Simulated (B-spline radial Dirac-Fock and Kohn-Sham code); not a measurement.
**3d3/2 emission of Xe²⁺**

System: Xe²⁺, [Kr] 4d10 5s2 5p4, inside a Watson sphere of charge -2 and radius 2.4 Å (a model of the Madelung potential; inside it an electron's potential energy is raised by 12.0 eV).

Input of the calculation (task.json; shells as n, l, electrons):

```json
{"items": [{
  "Z": 54,
  "q": 2,
  "cfg": [[1, 0, 2], [2, 0, 2], [2, 1, 6], [3, 0, 2], [3, 1, 6], [3, 2, 10], [4, 0, 2], [4, 1, 6], [4, 2, 10], [5, 0, 2], [5, 1, 4]],
  "A": 132,
  "rrms": 4.7859,
  "watson": [-2, 2.4],
  "do": ["binding", "quiet", "decay"],
  "holes": ["K", "L1", "L2", "L3", "M1", "M2", "M3", "M4", "M5", "N1", "N2", "N3", "N4", "N5"]
}]}
```

Command: `python xray_run.py task.json out`

Calculated with a radial atomic solver, using independent-particle radiative and Coulomb Auger rates from relativistic LDA hole-state orbitals, with Dirac-Fock energies.

```tsv
line	multipole	energy (eV)	width (meV)	share (%)
M4-N2	E1	520.4	0.227	78.5
M4-N3	E1	–	0.0359	12.4
M4-N4	E2	621.2	0.000196	0.0679
M4-N5	E2	623.1	8.15e-05	0.0282
M4-O2	E1	680.3	0.0224	7.73
M4-O3	E1	681.9	0.00353	1.22
```

The listed lines hold 100.0 % of the radiative rate. A dash stands for an energy that rests on an unreliable hole state. The radiative width is 0.000289 eV in the length form and 0.000309 eV in the velocity form; the two differ because the transition energies are not eigenvalue differences of the potential that gave the orbitals.
